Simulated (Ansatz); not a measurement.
The cluster Ge4O5. Total charge 0; singlet. Geometry PBE-D4/def2-SVP; atoms count from 1.

Cartesian coordinates in Å:
```
Ge 3.182 -0.223 0.833
Ge -2.249 -1.559 -0.402
Ge -1.942 1.849 -0.684
Ge 0.625 -0.042 0.158
O -0.210 1.479 -0.220
O -2.685 0.186 -0.686
O 1.562 0.002 1.715
O 2.192 -0.261 -0.738
O -0.474 -1.431 0.024
```

The structure comes from a short search, and lower isomers may exist.

(1) Estimate the Mulliken populations from the PBE0/def2-TZVP orbitals of Ansatz.

(2) And the Mayer bond orders between heavy atoms (over 0.3)?

## Answers

(1) 
```csv
atom,charge (e)
Ge1,0.56
Ge2,0.58
Ge3,0.58
Ge4,1.01
O5,-0.53
O6,-0.56
O7,-0.56
O8,-0.56
O9,-0.53
```
Mulliken values depend strongly on the basis.

(2) Ge1–O7 0.99 (1.86 Å); Ge1–O8 0.99 (1.86 Å); Ge2–O6 0.99 (1.82 Å); Ge2–O9 0.96 (1.83 Å); Ge3–O5 0.96 (1.83 Å); Ge3–O6 0.99 (1.82 Å); Ge4–O5 1.02 (1.78 Å); Ge4–O7 0.96 (1.82 Å); Ge4–O8 0.96 (1.82 Å); Ge4–O9 1.02 (1.78 Å).
